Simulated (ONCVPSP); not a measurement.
# Configuration tests for zirconium (ONCV)

* Element: Zr
* Generator: ONCVPSP 4.0.1
* Type: optimised norm-conserving Vanderbilt (ONCV)
* Functional: LDA (Perdew-Wang 92)
* Relativity: fully relativistic
* Frozen core: [Ar] 3d10
* Valence charge: 12
* Reference configuration: 4s2 4p6 4d2 5s1 (charge +1)
* Partial waves: 4s+5s: rc 1.90 bohr, ncon 4, nbas 8, qcut 5.7 1/bohr, 2 projectors; 4p: rc 1.60 bohr, ncon 5, nbas 8, qcut 8 1/bohr, 2 projectors, debl 3 Ha; 4d: rc 2.65 bohr, ncon 3, nbas 8, qcut 5.7 1/bohr, 2 projectors, debl 0.5 Ha
* Local potential: polynomial inside 1.55 bohr (lpopt 5, dvloc0 0 Ha)
* Core correction: Teter function, fcfact 5.25, rcfact 1.6

Open shells are filled in proportion to 2j + 1.

Energies are relative to the spin-unpolarised reference configuration 4s2 4p6 4d2 5s1; without spin polarisation the order of configurations can differ from experiment.

(1) Give the all-electron excitation energy and the error of the potential for: 4s2 4p6 4d2 5s2; 4s2 4p6 4d2 5s0; 4s2 4p6 4d1 5s0; 4s1 4p6 4d2 5s2.

## Answers

(1)

| valence configuration | charge | ΔE all-electron (eV) | error AE − PS (meV) |
| --- | --- | --- | --- |
| 4s2 4p6 4d2 5s2 | 0 | -7.345 | -0.9 |
| 4s2 4p6 4d2 5s0 | +2 | 13.234 | -2.4 |
| 4s2 4p6 4d1 5s0 | +3 | 36.051 | +24 |
| 4s1 4p6 4d2 5s2 | +1 | 53.220 | -224 |
